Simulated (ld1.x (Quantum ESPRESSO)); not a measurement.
**Logarithmic derivatives: vanadium, TM semilocal**

vanadium, norm-conserving Troullier–Martins (semilocal form), made with ld1.x (Quantum ESPRESSO) 7.5 (Wu–Cohen, scalar-relativistic). Core [Ar], reference 3d4 4s1 4p0. Waves: 4s (bound): rc 2.10 bohr; 4p (bound, empty): rc 3.75 bohr; 3d (bound): rc 1.40 bohr. Local part: the d channel. Core correction: Bessel-smoothed model core inside 1.40 bohr.

The phase is arctan(r·u′/u) with u = r·R(r), unwrapped; energies in Ry, scanned from -2 to 5 Ry. A pole is an energy at which the radial function vanishes at the test radius. The pseudo phase is shifted by a multiple of π to meet the all-electron one at the reference energy, and phase errors are pseudo minus all-electron; the curves can meet again beyond the range given. Levels narrower than the energy grid can be missing from the lists of poles.

```
channel  radius (bohr)  reference energy (Ry)  poles, all-electron      poles, pseudo  unbroken range about the reference energy with phases within 0.05 rad  phase error 1 Ry above the reference energy (rad)
      s           4.04                  -0.28           0.16, 3.19   0.15, 2.38, 4.86                                                              below 0.9                                             -0.021
      p           4.04                  -0.07           0.68, 3.79         0.66, 3.23                                                              below 1.3                                             -0.014
      d           4.04                  -0.18    -0.13, 1.66, 4.79  -0.13, 1.68, 4.93                                                              below 2.7                                             +0.011
```

Phases in the s channel:

```
E (Ry)  all-electron  pseudo
 -2.00         1.374   1.373
 -1.76         1.356   1.356
 -1.52         1.332   1.332
 -1.28         1.298   1.298
 -1.04         1.244   1.244
 -0.80         1.138   1.137
 -0.56         0.822   0.821
 -0.32        -0.630  -0.630
 -0.08        -1.386  -1.387
  0.16        -1.572  -1.575
  0.40        -1.670  -1.676
  0.64        -1.754  -1.770
  0.88        -1.861  -1.904
  1.12        -2.057  -2.233
  1.36        -2.627  -3.469
  1.60        -3.827  -4.308
  1.84        -4.320  -4.529
  2.08        -4.491  -4.630
  2.32        -4.576  -4.697
  2.56        -4.629  -4.756
  2.80        -4.667  -4.826
  3.04        -4.696  -4.954
  3.28        -4.722  -5.456
  3.52        -4.746  -7.271
  3.76        -4.771  -7.627
  4.00        -4.798  -7.729
  4.24        -4.831  -7.781
  4.48        -4.875  -7.815
  4.72        -4.947  -7.841
  4.96        -5.088  -7.863
```
